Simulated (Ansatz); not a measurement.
Frontier orbitals of C$_{3}$H$_{5}$F$_{3}$O (`COCC(F)(F)F`).

```tsv
atom	x (Å)	y (Å)	z (Å)
C1	0.090	1.482	-0.879
O2	-0.046	1.049	0.457
C3	-0.600	-0.214	0.615
C4	0.415	-1.340	0.518
F5	-0.184	-2.510	0.779
F6	0.962	-1.435	-0.702
F7	1.413	-1.189	1.389
H8	0.862	0.927	-1.419
H9	0.370	2.534	-0.838
H10	-0.860	1.388	-1.420
H11	-1.030	-0.270	1.618
H12	-1.392	-0.422	-0.117
```

The species carries charge 0 and has multiplicity 1. Geometry: relaxed with PBE0-D4/def2-TZVP. It is one conformer, not always the lowest. Basis def2-TZVPP, the Gaussian-basis code of Ansatz.

| functional | HOMO (eV) | LUMO (eV) | gap (eV) |
| --- | --- | --- | --- |
| PBE | -6.47 | 0.36 | 6.83 |
| r2SCAN | -6.82 | 0.95 | 7.77 |
| PBE0 | -8.12 | 1.25 | 9.37 |
| ωB97M-V | -10.55 | 2.78 | 13.33 |

From PBE to PBE0 the HOMO moves by −1.65 eV and the LUMO by +0.89 eV, and with ωB97M-V by −4.08 and +2.42 eV, so the gap grows from 6.83 to 13.33 eV with exact exchange. A positive LUMO is unbound and depends on the basis.
